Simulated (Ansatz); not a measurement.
Species: difluoroboranyl(difluoro)borane, B2F4, charge 0, multiplicity 1. 
Coordinates optimised at B3LYP-D3(BJ)/def2-TZVP (Ansatz, a first-principles code):
```
B
F 1 1.3221
F 1 1.3221 2 116.89
B 1 1.7178 2 121.55 3 -180.00
F 4 1.3221 1 121.55 2 90.00
F 4 1.3221 5 116.89 1 -180.00
```

Basis-set convergence of Hartree-Fock and CCSD(T) correlation energies (hartree) with Ansatz. Cores are frozen in the correlated levels unless marked. No spin-orbit coupling. No relativistic terms.

```csv
basis,functions,E(HF),"E(corr, CCSD(T))"
aug-cc-pVDZ,138,-447.40634,-0.99493
aug-cc-pVTZ,276,…,…
```

**Question.** Fill in the missing entries.

**Answer.** 
- aug-cc-pVTZ, E(HF): -447.54975
- aug-cc-pVTZ, E(corr, CCSD(T)): -1.24626
